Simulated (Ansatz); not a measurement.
CH6BNOS. Charge 0, multiplicity 1. The bonds changed during the relaxation, so this is another structure than the one it started from. The geometry is a stationary point of PBE0-D4/def2-TZVP. It is one conformer, not always the lowest.

```xyz
11

B    -0.796    0.638    0.239
C     0.281   -0.520    0.362
N     0.890   -1.044   -0.661
O     0.601   -1.041    1.527
S    -0.967    1.224   -1.568
H    -0.477    1.507    1.025
H    -1.839    0.122    0.591
H     0.633   -0.640   -1.560
H     1.548   -1.803   -0.579
H     0.097   -0.567    2.202
H     0.030    2.123   -1.577
```

(1) What is the dipole moment at r2SCAN/def2-TZVPP? (An estimate is asked.)

(2) And with PBE, B3LYP, ωB97M-V? (Estimate.)

(3) Give the Mulliken charges with r2SCAN, ωB97M-V, PBE in def2-TZVPP. (Best estimate.)

## Answers

(1) Ansatz gave: 4.95 D, with components (3.61, -3.13, 1.28) D in this frame, pointing from negative to positive charge.

(2) Ansatz gave: PBE 4.84 D, B3LYP 4.93 D, ωB97M-V 5.05 D.

(3) Ansatz gave: 
```
atom  r2SCAN  ωB97M-V    PBE
  B1   -0.20    -0.49  -0.30
  C2    0.35     0.39   0.29
  N3   -0.24    -0.15  -0.17
  O4   -0.27    -0.24  -0.20
  S5   -0.36    -0.33  -0.35
  H6   -0.01     0.07   0.01
  H7   -0.01     0.08   0.01
  H8    0.20     0.17   0.18
  H9    0.19     0.16   0.19
 H10    0.26     0.24   0.25
 H11    0.09     0.10   0.10
```

B3LYP here is the variant with VWN-RPA as its local correlation; programs differ in this.
